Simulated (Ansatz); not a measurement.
## How methods differ on SiCl3 (SMILES Cl[Si](Cl)Cl)

The species is SiCl3 (4 atoms), meant as a doublet with charge 0. As SMILES, `Cl[Si](Cl)Cl`. The shape was relaxed beforehand at wB97X-V/def2-SVP.

Quantity: the adiabatic electron affinity (to the singlet anion, shapes relaxed at wB97X-V/def2-SVP, no zero-point term), in eV. The values are calculated.

The electron affinity is E(neutral) − E(anion): positive where the electron is bound.

```
              level                    kind  program  value (eV)  less CCSD(T)/def2-TZVP  CPU time (all runs)
      UHF/def2-TZVP            Hartree–Fock   Ansatz        1.72                   -0.92                 12 s
   USVWN5/def2-TZVP                     LDA   Ansatz        2.78                   +0.14                4.3 s
     UPBE/def2-TZVP                     GGA   Ansatz        2.65                   +0.01                9.6 s
 U-r2SCAN/def2-TZVP                meta-GGA   Ansatz        2.53                   -0.11                 17 s
   UB3LYP/def2-TZVP           global hybrid   Ansatz        2.80                   +0.16                 18 s
 UPBE0-D4/def2-TZVP           global hybrid   Ansatz        2.64                    0.00                 16 s
U-wB97M-V/def2-TZVP  range-separated hybrid   Ansatz        2.84                   +0.20                 46 s
     UMP2/def2-TZVP     perturbation theory   Ansatz        2.55                   -0.09                 11 s
 UCCSD(T)/def2-TZVP   coupled cluster or CI   Ansatz        2.64                    0.00              2.3 min
```

UCCSD(T)/def2-TZVP is the highest level here, not the true value. Sets without diffuse functions describe the anion poorly, and affinities from them come out too low, at high levels too. The values span 1.72 to 2.84 eV. CPU times are rough (shared hosts, several kinds of processor and program).
